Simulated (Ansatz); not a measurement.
Ansatz (a program for electronic structure) input (r2SCAN/def2-TZVPD):

Ansatz 0.2 input:
```yaml
crystal:
  periodic: [false, false, false]
  atoms:
    - {symbol: Ga, position_ang: [0.18369121, 0.52465110, 0.34536702]}
    - {symbol: Br, position_ang: [2.13371611, -0.48025914, -0.77141374]}
    - {symbol: Br, position_ang: [-0.83212075, -1.15491298, 1.83090783]}
    - {symbol: Br, position_ang: [-1.46429329, 1.17048115, -1.36539060]}
basis:
  gaussian:
    orbitals: def2-TZVPD
hamiltonian:
  xc: {name: r2SCAN}
total_charge: -1
magnetization: {spin_polarized: true, initial_magnetization: 1}
output: {forces: true}
```

End of the output:

```
integrals: 0.27 GiB planned
1636 factors; their error is unknown
mean field: 1.65 GiB planned
mean field evaluation 1: about -262521.6360 eV, gradient 2.1e1 eV
mean field evaluation 2: about -262520.3295 eV, gradient 3.2e1 eV
mean field evaluation 4: about -262522.5289 eV, gradient 9.3e-1 eV
mean field evaluation 8: about -262522.4990 eV, gradient 2.6e-2 eV
mean field evaluation 16: about -262522.4990 eV, gradient 5.3e-5 eV
mean field -262522.49901696 eV, -9647.5238947324 hartree, gradient 5.3e-5 eV, S^2 0.754254; 0 other end points of the search recorded, 0 dependent functions left out
the calculation of the forces begins
reference -262522.49906261 eV, -9647.5238964100 hartree; 69, 68 occupied and 156, 157 virtual orbitals, 1636 factors
Total energy: -262522.49906261 eV, -9647.5238964100 hartree
Atom 0 at     0.183691     0.524651     0.345367 Å, force    -0.070716    -0.203025    -0.133229 eV/Å
Atom 1 at     2.133716    -0.480259    -0.771414 Å, force    -0.231653     0.105721     0.122466 eV/Å
Atom 2 at    -0.832121    -1.154913     1.830908 Å, force     0.114257     0.184406    -0.181046 eV/Å
Atom 3 at    -1.464293     1.170481    -1.365391 Å, force     0.188112    -0.087101     0.191809 eV/Å
Dipole moment:     0.049715     0.141996     0.093472 e Å
```
